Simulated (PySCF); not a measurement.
CH₇AlO₂Si, SMILES C[O][AlH][O][SiH3]. Heavy atoms are numbered as in [AlH:1]([O:3][CH3:4])[O:8][SiH3:9]. Hydrogens are named by the atom that carries them.

Geometry: PBE0-D3(BJ)/def2-SVP. The structure was generated by enumeration; whether it is a known compound was not checked. The values are those of a single conformer.

These are PBE/pcSseg-1 in PySCF values and carry that method's errors.

GIAO shieldings, no solvent; atoms alike by connectivity are averaged. δ = σ(ref) − σ: ¹H against TMS (σ = 31.49 ppm); ¹⁷O against H2O (σ = 334.3 ppm); ¹³C against TMS (σ = 182.0 ppm); ²⁹Si against TMS (σ = 335.4 ppm), references at their B3LYP-D3(BJ)/def2-TZVP geometries, non-relativistic.

```
atoms       nucleus  count  δ (ppm)
----------  -------  -----  -------
H on Si9         ¹H      3     5.67
H on C4          ¹H      3     4.44
H on Al1         ¹H      1        ?
O3              ¹⁷O      1        ?
O8              ¹⁷O      1        ?
C4 (CH3)        ¹³C      1     58.1
Si9 (SiH3)     ²⁹Si      1    -42.5
```

Q: What belongs in the gaps? (The exact figures need the calculation; the answer reports its results.)

A: 
- O8, δ (ppm): 47.6
- H on Al1, δ (ppm): 4.07
- O3, δ (ppm): 53.2
